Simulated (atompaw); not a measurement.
tellurium: one change to a PAW (atompaw) potential, before and after

* Element: Te (Z = 52)
* Generator: atompaw 4.2.0.5
* Type: PAW
* Functional: LDA (PW92)
* Relativity: scalar-relativistic
* Frozen core: [Kr] 4d10
* Valence charge: 6
* Reference configuration: 5s2 5p4
* Partial waves: 5s (bound); 5s channel at 0.05 Ry; 5p (bound); 5p channel at 1.55 Ry
* Local potential: bessel scheme, radius 2.30 bohr
* Core correction: smooth core density matched at 1.70 bohr
* Augmentation charge: besselshape compensation charge, radius 1.95 bohr; PAW radius 2.60 bohr; waves and projectors: bloechl

Change: reference 5s2 5p3.

Cutoffs: the cutoffs (Ry, on a coarse ladder) from which the occupation-weighted sum of valence levels, in a spherical-Bessel basis at the reference potential, stays within 10 and 1 mRy of its value at 400 Ry; they do not see the model core or the augmentation charge, which bear on the density cutoff.

**Question.** What does the change do?

**Answer.** Both files are so soft that the ladder of cutoffs tells neither apart; a bound ghost appears in d, which as a rule spoils a file.

```csv
quantity,base,changed
"cutoff, loose",6 Ry,6 Ry
"cutoff, tight",12 Ry,12 Ry
bound ghosts,none,d
s: phases at 2.62 bohr within 0.05 rad from the reference energy up to (Ry; the scan ends near 5),2.9,2.4
p: phases at 2.62 bohr within 0.05 rad from the reference energy up to (Ry; the scan ends near 5),4.3,3.8
lowest overlap eigenvalue by channel,"s 0.35, p 0.55","s 0.36, p 0.56"
```

 A true bound ghost makes a file unfit for plane-wave use even where its test errors are small: the radial tests pick states by their node count and pass the ghost by. The cutoffs see the waves, projectors and local potential, not the compensation charge or the core.
